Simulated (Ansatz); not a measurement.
Born–Oppenheimer molecular dynamics of CH$_{5}$NSiTe (9 atoms, charge 0, multiplicity 1). It starts at the highest image of a converged band. Of that band: The profile has 2 maxima (images 2, 5) with wells between them (image 3): this band takes more than one step, which may be the mechanism or a detour left from its start path. Neighbouring images differ by up to 3.2 eV, so the band resolves the path poorly. A vibrational analysis at the climbing image gives one clearly imaginary mode, 2040i cm⁻¹: a first-order saddle point.

These are results of RHF/def2-SVP in Ansatz 0.2.0, not measurements.

* ensemble: NVE (velocity Verlet)
* time step: 0.5 fs
* steps asked: 200
* starting velocities drawn for: 100 K
* seed: 12540

Frames 5 fs apart, positions in Å, forces in eV/Å.

Velocities at 30.0 fs (Å/ps):

```
C -4.50 -3.90 1.56
N 3.72 0.56 7.13
Si -0.21 -2.97 -1.44
Te 0.11 0.45 -0.35
H 35.02 4.56 20.83
H -31.76 -36.91 -42.02
H -42.21 49.47 -76.55
H 25.09 48.40 70.37
H 7.43 -1.48 -5.26
```

```xyz
9
Properties=species:S:1:pos:R:3:forces:R:3 time_fs=30.0 energy_less_start_eV=-1.243 T=1479
C 0.500 1.351 -1.104 -0.17 -0.49 0.31
N 0.152 0.610 -0.169 0.04 1.62 1.92
Si 0.267 -0.993 0.394 -3.17 2.27 -7.92
Te -2.009 -1.732 1.149 -1.08 0.00 -0.24
H 1.243 1.001 -1.811 0.35 0.34 -0.64
H 0.040 2.349 -1.256 0.35 -0.52 0.01
H 0.702 -1.670 -0.968 -0.62 0.11 1.06
H 0.677 -1.893 1.168 4.20 -3.26 5.45
H -1.714 -1.156 2.667 0.10 -0.06 0.05
9
Properties=species:S:1:pos:R:3:forces:R:3 time_fs=35.0 energy_less_start_eV=-1.888 T=2186
C 0.485 1.320 -1.098 1.25 -0.67 -0.53
N 0.169 0.627 -0.119 -0.36 1.33 0.86
Si 0.258 -1.008 0.364 0.69 -1.69 0.14
Te -2.009 -1.730 1.147 -0.39 -0.16 -0.12
H 1.391 1.082 -1.724 -0.75 0.32 0.31
H -0.108 2.168 -1.458 0.10 0.09 0.35
H 0.444 -1.447 -1.143 0.22 -0.96 1.82
H 1.096 -1.720 1.777 -0.74 1.78 -2.94
H -1.668 -1.167 2.655 -0.03 -0.03 0.10
9
Properties=species:S:1:pos:R:3:forces:R:3 time_fs=40.0 energy_less_start_eV=-1.298 T=1535
C 0.487 1.279 -1.098 -0.70 0.81 0.71
N 0.181 0.664 -0.055 -0.20 -0.44 -0.78
Si 0.253 -1.033 0.333 1.19 2.17 4.60
Te -2.010 -1.728 1.145 0.11 -0.19 0.41
H 1.436 1.220 -1.612 0.51 -0.46 -0.40
H -0.215 1.994 -1.573 0.36 0.04 0.47
H 0.235 -1.456 -0.988 0.85 -1.86 -1.70
H 1.434 -1.244 1.873 -1.93 0.02 -3.24
H -1.629 -1.188 2.662 -0.20 -0.09 -0.06
9
Properties=species:S:1:pos:R:3:forces:R:3 time_fs=45.0 energy_less_start_eV=-1.994 T=2294
C 0.484 1.251 -1.086 0.50 0.72 0.75
N 0.188 0.695 -0.005 -0.78 -1.37 -2.21
Si 0.257 -1.042 0.332 -0.50 2.11 -1.01
Te -2.011 -1.727 1.144 0.27 -0.30 0.41
H 1.510 1.263 -1.554 -0.84 -0.54 0.04
H -0.259 1.856 -1.604 0.14 0.73 -0.15
H 0.219 -1.820 -1.022 0.83 0.54 1.32
H 1.351 -0.775 1.252 0.60 -1.95 0.72
H -1.636 -1.224 2.665 -0.22 0.05 0.14
9
Properties=species:S:1:pos:R:3:forces:R:3 time_fs=50.0 energy_less_start_eV=-1.395 T=1635
C 0.485 1.238 -1.061 -0.77 1.38 -0.50
N 0.180 0.705 0.012 -2.32 -1.40 -1.24
Si 0.252 -1.037 0.325 0.94 1.03 -1.18
Te -2.011 -1.726 1.143 0.43 -0.24 0.60
H 1.466 1.181 -1.519 0.50 -0.49 -0.60
H -0.244 1.863 -1.636 0.66 0.33 0.48
H 0.378 -2.099 -0.847 -0.04 1.48 0.87
H 1.571 -0.661 0.816 0.82 -2.17 1.58
H -1.696 -1.251 2.692 -0.23 0.09 0.01
9
Properties=species:S:1:pos:R:3:forces:R:3 time_fs=55.0 energy_less_start_eV=-1.042 T=1253
C 0.481 1.248 -1.046 1.81 -0.39 -1.14
N 0.136 0.691 0.006 -1.82 -1.07 -0.76
Si 0.250 -1.023 0.306 4.10 2.08 2.88
Te -2.011 -1.725 1.143 0.34 -0.21 0.62
H 1.446 0.992 -1.581 -0.96 -0.01 0.16
H -0.111 1.985 -1.579 -0.02 0.90 0.45
H 0.549 -2.104 -0.525 -0.16 -0.89 -2.16
H 2.073 -0.961 0.838 -3.18 -0.51 0.13
H -1.806 -1.257 2.719 -0.10 0.11 -0.19
9
Properties=species:S:1:pos:R:3:forces:R:3 time_fs=60.0 energy_less_start_eV=-1.975 T=2282
C 0.500 1.257 -1.049 -1.18 0.04 1.03
N 0.062 0.662 -0.016 0.32 1.53 -2.06
Si 0.283 -0.997 0.307 3.14 -3.09 1.57
Te -2.010 -1.725 1.145 0.40 -0.36 0.07
H 1.272 0.791 -1.651 0.15 0.24 -0.68
H 0.067 2.244 -1.396 0.86 -1.01 0.66
H 0.647 -2.179 -0.590 -1.11 1.14 -0.85
H 1.873 -1.391 0.911 -2.69 1.30 0.23
H -1.940 -1.234 2.710 0.10 0.21 0.03
9
Properties=species:S:1:pos:R:3:forces:R:3 time_fs=65.0 energy_less_start_eV=-2.351 T=2701
C 0.507 1.260 -1.039 0.16 -1.00 -0.10
N -0.007 0.654 -0.068 1.72 0.59 0.33
Si 0.334 -0.992 0.320 -5.30 -1.25 -3.89
Te -2.008 -1.726 1.147 0.08 -0.37 -0.15
H 1.068 0.679 -1.822 -0.32 1.15 0.34
H 0.405 2.346 -1.091 0.01 -0.13 -0.56
H 0.529 -2.038 -0.873 -0.33 1.58 0.62
H 1.190 -1.588 1.106 3.68 -0.71 3.52
H -2.049 -1.166 2.700 0.29 0.13 -0.11
9
Properties=species:S:1:pos:R:3:forces:R:3 time_fs=70.0 energy_less_start_eV=-1.469 T=1723
C 0.514 1.255 -1.028 0.69 2.00 -0.73
N -0.050 0.655 -0.113 1.80 -0.99 2.96
Si 0.356 -1.004 0.314 -3.56 -0.85 1.82
Te -2.007 -1.727 1.148 -0.47 -0.45 -0.32
H 0.831 0.782 -1.962 0.43 -0.02 -0.18
H 0.749 2.348 -0.899 -0.67 -0.74 -0.79
H 0.343 -1.585 -1.041 1.04 -0.90 0.25
H 0.960 -1.705 1.740 0.31 1.92 -2.82
H -2.088 -1.067 2.666 0.43 0.04 -0.19
9
Properties=species:S:1:pos:R:3:forces:R:3 time_fs=75.0 energy_less_start_eV=-0.863 T=1055
C 0.532 1.276 -1.032 -0.78 -0.87 -0.20
N -0.059 0.644 -0.115 2.98 0.50 1.07
Si 0.346 -1.022 0.319 -3.72 1.09 1.73
Te -2.006 -1.729 1.149 -0.52 -0.75 -0.63
H 0.662 0.917 -2.091 0.13 -0.19 0.78
H 0.966 2.249 -0.871 -0.33 0.95 -0.04
H 0.380 -1.304 -1.137 1.25 -1.91 0.41
H 0.885 -1.453 1.865 0.59 1.06 -3.16
H -2.029 -0.954 2.596 0.41 0.13 0.06
9
Properties=species:S:1:pos:R:3:forces:R:3 time_fs=80.0 energy_less_start_eV=-1.952 T=2260
C 0.537 1.290 -1.036 -0.88 0.16 1.47
N -0.019 0.640 -0.098 2.67 1.21 -0.64
Si 0.303 -1.031 0.331 -4.83 1.73 -5.71
Te -2.005 -1.733 1.149 -0.03 -0.58 -0.01
H 0.541 0.994 -2.089 0.30 -0.54 -0.14
H 1.060 2.271 -0.877 -0.97 -0.45 -0.02
H 0.692 -1.446 -1.116 0.20 -1.03 1.63
H 1.010 -0.979 1.424 3.39 -0.43 3.63
H -1.877 -0.817 2.526 0.15 -0.08 -0.22
9
Properties=species:S:1:pos:R:3:forces:R:3 time_fs=85.0 energy_less_start_eV=-2.147 T=2472
C 0.525 1.304 -1.022 -0.40 0.00 -1.69
N 0.064 0.653 -0.087 0.19 -0.65 0.86
Si 0.233 -1.025 0.315 3.58 1.37 0.55
Te -2.005 -1.737 1.148 0.36 -0.16 0.46
H 0.493 0.963 -2.077 0.54 -0.08 0.28
H 0.968 2.272 -0.881 -0.17 0.99 0.04
H 1.040 -1.827 -0.756 -1.38 0.25 0.64
H 1.575 -0.617 1.334 -2.43 -1.54 -0.94
H -1.694 -0.697 2.412 -0.28 -0.19 -0.19
```

Of the whole run (100 fs, mean temperature of the second half 1987 K): The conserved energy stayed within 1 meV per atom of its start (net change -0.34 meV per atom), so the integration is sound. The system heated up, since it started high on the potential surface and ran downhill. A run of 0.1 ps of so small a system gives no equilibrium averages. The orbitals stay closed-shell, which can raise the energy where a bond breaks towards radicals; this wasn't checked here.

Run time: 4.9 min on 2 threads of Arm Neoverse V1, on a shared host, peak memory 0.2 GiB.
